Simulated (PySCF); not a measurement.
Work out the structure from these simulated measurements.

Formula: C3H12NOPSi2.

| Item | Value |
| --- | --- |
| UV, first state | lowest singlet excitation: 6.13 eV (202 nm, f = 0.007) [TDDFT CAM-B3LYP/def2-SVPD] |
| Triplet | lowest triplet excitation (Tamm–Dancoff): 4.26 eV [TDA CAM-B3LYP/def2-SVPD] |
| 1H NMR | chemical shifts (computed TMS as zero) by class: 6.60 (1 H), 6.30 (1 H), 6.12 (1 H), 4.69 (6 H), 1.44 (3 H) ppm [GIAO KT2/pcSseg-1] |
| Polarisability | 120.7 au [CAM-B3LYP/def2-SVPD] |
| Valence photoelectron | vertical ionisation energy: 9.51 eV [ΔSCF CAM-B3LYP/def2-SVPD] |
| 13C NMR | chemical shifts (computed TMS as zero) by class: 131.5 (1 C), 129.9 (1 C), 18.7 (1 C) ppm [GIAO KT2/pcSseg-1] |
| Dipole | 3.63 D [CAM-B3LYP/def2-SVPD] |
| Rotational structure | rotational constants A, B, C: 1.448, 0.974, 0.828 GHz [PBE0-D3(BJ)/def2-SVP] |

Electronic properties: PySCF, gas phase, density fitting. Levels stand in brackets. Geometry: PBE0-D3(BJ)/def2-SVP, one conformer, isolated molecule. NMR values are class means; diastereotopic atoms form classes of their own.

Q: Propose a structure and show how it fits.

A: Numbering: `[CH2:1]=[CH:2][P@@:3]([CH3:4])(=[O:5])[N:6]([SiH3:7])[SiH3:8]`. 3 carbons fall into 3 classes; from least to most shielded: terminal =CH2 carbon [C1] (131.5 ppm), alkene CH carbon [C2] (129.9 ppm), sp3 carbon bound to phosphorus [C4] (18.7 ppm). Hydrogen classes from least to most shielded: 1 H on a terminal =CH2 carbon, C1 (6.60 ppm), 1 H on an alkene CH carbon, C2 (6.30 ppm), 1 H on a terminal =CH2 carbon, C1 (6.12 ppm), 6 H on 2 SiH3 silicons, Si7/Si8 (4.69 ppm), 3 H on an sp3 carbon bound to phosphorus, C4 (1.44 ppm). The first electron is taken from the HOMO, whose largest Löwdin shares are 0.36 on the nitrogen bridging silicon atoms, 0.08 on an SiH3 silicon, 0.08 on the phosphoryl oxygen and 0.08 on the alkene CH carbon. The optimised geometry has point group C1 and is an asymmetric top. Structure: `C=C[P@@](C)(=O)N([SiH3])[SiH3]`. Computed isomers that give other values at the same levels: `CN(C)C(=O)[SiH2][SiH2]P` (rotational constant A: 3.292 GHz; this holds for the one conformer computed). The assignments are read from this structure; whether some other isomer fits the data as well wasn't checked. The mirror image fits equally.

The values belong to the conformer `[CH2:1]=[CH:2][P@@:3]([CH3:4])(=[O:5])[N:6]([SiH3:7])[SiH3:8]`: C1–C2–P3–C4 -127°, C2–P3–N6–Si7 -119°.
